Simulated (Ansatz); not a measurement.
Question: Name a neutral molecule of C, Ga, N and H with size of the dipole moment (ωB97M-V/def2-TZVPP) between 0.05 and 0.35 D and HOMO–LUMO gap (B3LYP/def2-TZVPP) between 6.50 and 6.80 eV (Ansatz, PBE0-D4/def2-TZVP geometry).

Answer: `[CH3][Ga]([CH3])[NH2]` (0.28 D, 6.70 eV). Other molecules can fit too; these were computed, each in one conformer that needn't be the lowest.

B3LYP here is the variant with VWN-RPA as its local correlation; programs differ in this.
